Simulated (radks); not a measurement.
Removal energies from the mercury ion Hg10+, [Xe] 4f14 5d(3/2: 2, 5/2: 0), by Delta-SCF beside the eigenvalue of the level emptied. Calculated with a radial shooting solver on a logarithmic mesh with Libxc functionals: Dirac Kohn-Sham, PBE, spin-unpolarised, spherical densities, finite nucleus; Fermi nuclear charge, rms radius of each element as measured or else 0.836 A^(1/3) + 0.57 fm. Sub-shells are occupied by j as written (lower j first in brackets).

\begin{tabular}{lrrr}
removed from & final configuration & Delta-SCF (eV) & -eigenvalue (eV) \\ \hline
5d3/2 & [Xe] 4f14 5d(3/2: 1, 5/2: 0) & 173.12 & 163.30 \\
5p3/2 & [Kr] 4d10 4f14 5s2 5p(1/2: 2, 3/2: 3) 5d(3/2: 2, 5/2: 0) & 233.60 & 222.57 \\
5p1/2 & [Kr] 4d10 4f14 5s2 5p(1/2: 1, 3/2: 4) 5d(3/2: 2, 5/2: 0) & 255.38 & 243.65 \\
4f7/2 & [Xe] 4f(5/2: 6, 7/2: 7) 5d(3/2: 2, 5/2: 0) & 284.44 & 265.88 \\
\end{tabular}
